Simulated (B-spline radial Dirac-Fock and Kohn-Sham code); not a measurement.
Z = 60 (neodymium), transition energy 78.6 keV. Level of theory: a Dirac-Hartree-Slater potential of the neutral atom with a Latter tail (no hole, which puts coefficients of high multipoles low close above an edge), finite nucleus with surface currents; a radial atomic solver. Subshells that would emit electrons below 1 keV are left out.

Question: A pure transition shows α(K) = 866, L1/L2 = 4.60 and L1/L3 = 0.380. What is its multipolarity?
A. E2
B. M4
C. E3
D. E4
E. M1
F. M3
G. M2
H. E1

Answer: B. For comparison, α(K), L1/L2, L1/L3 are E1 0.421, 4.59, 3.45; E2 2.29, 0.198, 0.174; E3 9.48, 0.0210, 0.0202; E4 37.8, 0.0123, 0.0124; M1 2.42, 12.2, 61.9; M2 26.0, 8.72, 4.45; M3 159, 6.09, 0.886.

Values without a named source are computed, but for edge energies of neutral atoms, which are taken from tables.
